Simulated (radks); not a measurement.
Q: Ni5+, 23 electrons, occupied as [Ar] 3d5 (the NIST ground configuration). Method: scalar-relativistic Kohn-Sham, PBE, spin-polarised, spherical densities, point nucleus; open shells are filled with parallel spins first; computed with a radial shooting solver on a logarithmic mesh with Libxc functionals. Some entries of the table are withheld. Estimate them.

| orbital | occ. | eigenvalue (eV) | <r> (bohr) | <1/r> (bohr^-1) |
|---|---|---|---|---|
| 1s down | 1 | -8302.455 | 0.05409 | 28.09 |
| 1s up | 1 | -8302.444 | 0.05409 | 28.09 |
| 2s up | 1 | -1075.480 | 0.2451 | 6.064 |
| 2s down | 1 | -1071.816 | 0.2446 | 6.079 |
| 2p up | 3 | -937.7751 | 0.2156 | 5.950 |
| 2p down | 3 | -935.0184 | 0.2150 | 5.963 |
| 3s up | 1 | (1) | 0.7185 | 1.977 |
| 3s down | 1 | (2) | 0.7228 | 1.962 |
| 3p up | 3 | -159.9748 | 0.7416 | (3) |
| 3p down | 3 | -152.8803 | 0.7484 | (4) |
| 3d up | 5 | -94.9149 | 0.7877 | 1.596 |
| 3d down | 0 | -87.8647 | 0.8083 | 1.567 |

A: 
(1) 3s up eigenvalue (eV): -200.4711
(2) 3s down eigenvalue (eV): -193.2586
(3) 3p up <1/r> (bohr^-1): 1.851
(4) 3p down <1/r> (bohr^-1): 1.832
